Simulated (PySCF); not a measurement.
Molecule: SMILES B1OCCCO1, C₃H₇BO₂.

Atom-mapped SMILES (the numbers label the heavy atoms): `[BH:1]1[O:2][CH2:3][CH2:4][CH2:5][O:6]1`. Each H is labelled by its parent atom.

Geometry PBE0-D3(BJ)/def2-SVP throughout; GIAO in PySCF 2.14, gas phase, one conformer, non-relativistic; equivalent atoms averaged; functional PBE0.

For orientation, cc-pVTZ gives these shifts δ (against BF3·OEt2, H2O, TMS at the same level): B1 22.1, O2/O6 127.5, C3/C5 62.3, C4 30.0, H(B1) 4.13, H(C3)/H(C5) 3.89, H(C4) 1.78 ppm.

A run gave: B1 22.8, O2/O6 120.0, C3/C5 61.5, C4 29.7, H(B1) 4.29, H(C3)/H(C5) 3.92, H(C4) 1.79 ppm (shifts δ (against BF3·OEt2, H2O, TMS at the same level)).

Problem. Which basis set was used in that run?
A. 6-31G*
B. 6-31G
C. cc-pVDZ
D. 6-311+G(2d,p)
E. pcSseg-2

Solution. D. C3/C5 tells them apart best: 6-311+G(2d,p) gives 61.5, cc-pVDZ gives 59.6, 6-31G* gives 58.2, 6-31G gives 57.4, pcSseg-2 gives 64.7 ppm.
